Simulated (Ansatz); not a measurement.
`C[SiH2][GeH2][Cl]` → `C[SiH3]` + `[Cl][GeH]` at 600 K and 1 bar (germylene formation by 1,1-elimination).

Program: Ansatz. Geometries: PBE0-D4/def2-TZVP. ΔE: electronic, gas phase. CCSD(T)/CBS adds triple-zeta CCSD(T) − MP2 to the extrapolated MP2 energy (def2 sets, frozen cores). This one scheme is used for every species. For Ge outer-core shells are correlated without core-valence functions, which leaves a few kJ/mol of doubt a bond. Scalar relativity is left out up to krypton. Each species was taken in one conformer, which may not be the lowest.

| species | CCSD(T)/CBS energy (Eh) | H − E (kJ/mol) | S (J/(mol·K)) |
| --- | --- | --- | --- |
| `C[SiH2][GeH2][Cl]` | -2867.28393 | 254.3 | 475.5 |
| `C[SiH3]` | -330.73916 | 199.7 | 315.0 |
| `[Cl][GeH]` | -2536.49422 | 43.2 | 296.6 |

H − E and S are ideal-gas, rigid-rotor, harmonic terms from PBE0-D4/def2-TZVP, for one conformer and one mirror image of each species. 1 Eh = 2625.50 kJ/mol, R = 8.31446 J/(mol·K).

Q: By hand: ΔE, ΔH, ΔS and ΔG.

A: ΔE = (-330.73916) + (-2536.49422) − (-2867.28393) = 0.05055 Eh = 132.7 kJ/mol. Δ(H − E) = 199.7 + 43.2 − 254.3 = -11.4, so ΔH = 121.3 kJ/mol. ΔS = 315.0 + 296.6 − 475.5 = 136.1 J/(mol·K). ΔG = 121.3 − 600 × (136.1)/1000 = 39.6 kJ/mol.

Q: By hand: the equilibrium constant, and the temperature at which ΔG would vanish if ΔH and ΔS stayed fixed.

A: log₁₀ K = −ΔG/(RT ln 10) = -3.4. ΔG = 0 at ΔH/ΔS = 891 K.

The number of gas molecules changes by +1, which sets the sign of ΔS. A doubt of 5 kJ/mol in ΔE shifts log₁₀ K by 0.4 here. Other conformers and mirror images would add mixing entropy, several J/(mol·K) or more a flexible species. Modes under 60 cm⁻¹, often nearly free rotors, make the harmonic entropy too high. These are equilibria of isolated gas molecules and say nothing of rates. Largest T1 diagnostic: 0.013 (customary marks: 0.02 for closed shells, 0.045 for open ones).
